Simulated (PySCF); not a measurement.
Spin-rotation constants: `C[O][Ge@H]([CH3])[C](F)(F)F`, C3H7F3GeO

Molfile (atoms numbered from 1):
```
C3H7F3GeO
     RDKit          3D

 15 14  0  0  0  0  0  0  0  0999 V2000
    2.0850   -0.9891    0.7353 C   0  0  0  0  0  0  0  0  0  0  0  0
    0.6749   -0.9218    0.6394 O   0  0  0  0  0  0  0  0  0  0  0  0
   -0.2971   -0.1178   -0.5784 Ge  0  0  2  0  0  4  0  0  0  0  0  0
    0.0064    1.8397   -0.6218 C   0  0  0  0  0  0  0  0  0  0  0  0
   -2.1082   -0.5648    0.1824 C   0  0  0  0  0  0  0  0  0  0  0  0
   -2.3448    0.0458    1.3541 F   0  0  0  0  0  0  0  0  0  0  0  0
   -3.0925   -0.1621   -0.6528 F   0  0  0  0  0  0  0  0  0  0  0  0
   -2.3001   -1.8748    0.3787 F   0  0  0  0  0  0  0  0  0  0  0  0
    2.5376    0.0048    0.7296 H   0  0  0  0  0  0  0  0  0  0  0  0
    2.5091   -1.5770   -0.0809 H   0  0  0  0  0  0  0  0  0  0  0  0
    2.3106   -1.4783    1.6831 H   0  0  0  0  0  0  0  0  0  0  0  0
   -0.1770   -0.8288   -1.9197 H   0  0  0  0  0  0  0  0  0  0  0  0
    0.9966    2.0658   -1.0091 H   0  0  0  0  0  0  0  0  0  0  0  0
   -0.0747    2.2363    0.3888 H   0  0  0  0  0  0  0  0  0  0  0  0
   -0.7301    2.3301   -1.2504 H   0  0  0  0  0  0  0  0  0  0  0  0
  1  2  1  0
  2  3  1  0
  3  4  1  0
  3  5  1  0
  5  6  1  0
  5  7  1  0
  5  8  1  0
  1  9  1  0
  1 10  1  0
  1 11  1  0
  3 12  1  6
  4 13  1  0
  4 14  1  0
  4 15  1  0
M  END
```

Method used: GIAO PBE/pcSseg-1 magnetisability, rotational g tensor and spin-rotation constants, non-relativistic, gas phase (PySCF 2.14.0). Geometry: GFN2-xTB.

The calculation is non-relativistic, which matters for the atoms heavier than Zn.

Give the nuclear spin-rotation constants along the inertial axes (H = +C I·J) beside the isotropic shieldings.

Rotational constants 2.1223, 1.0604, 0.8755 GHz. A star marks the isotopologue with that one atom substituted, in its own axes.
| atom | isotope | Caa (kHz) | Cbb (kHz) | Ccc (kHz) | mean (kHz) | σ (ppm) |
| --- | --- | --- | --- | --- | --- | --- |
| F6 | 19F | 3.558 | 1.443 | 1.018 | 2.006 | 226.8 |
| F7 | 19F | 2.689 | 1.643 | 1.228 | 1.853 | 225.8 |
| F8 | 19F | 3.454 | 1.287 | 1.234 | 1.992 | 223.9 |
| H9 | 1H | -0.161 | -0.013 | -0.056 | -0.076 | 27.8 |
| H10 | 1H | -0.197 | -0.102 | 0.034 | -0.088 | 27.7 |
| H11 | 1H | -0.236 | 0.027 | -0.051 | -0.087 | 27.4 |
| H12 | 1H | -0.166 | -0.096 | 0.038 | -0.074 | 25.9 |
| H13 | 1H | -0.005 | -0.103 | -0.100 | -0.070 | 30.8 |
| H14 | 1H | -0.252 | -0.113 | 0.008 | -0.119 | 30.9 |
| H15 | 1H | -0.154 | -0.035 | -0.100 | -0.096 | 31.1 |
| C1 | 13C* | 0.298 | 0.256 | 0.209 | 0.255 | 123.9 |
| O2 | 17O* | -0.262 | -0.043 | -0.038 | -0.115 | 312.3 |
| Ge3 | 73Ge* | -0.699 | -0.318 | -0.285 | -0.434 | 1262.4 |
| C4 | 13C* | 0.266 | 0.128 | 0.093 | 0.162 | 184.3 |
| C5 | 13C* | 0.709 | 0.356 | 0.292 | 0.452 | 39.2 |

For the geometry as given, no vibrational averaging.

How do the rotational constants and the g tensor change when H9, H10, H11, H12, H13, H14, H15 are replaced by deuterium?

Constants 1.8671, 0.9726, 0.7947 GHz; g -0.0137, -0.0096, -0.0079, against -0.0156, -0.0102, -0.0086 before.
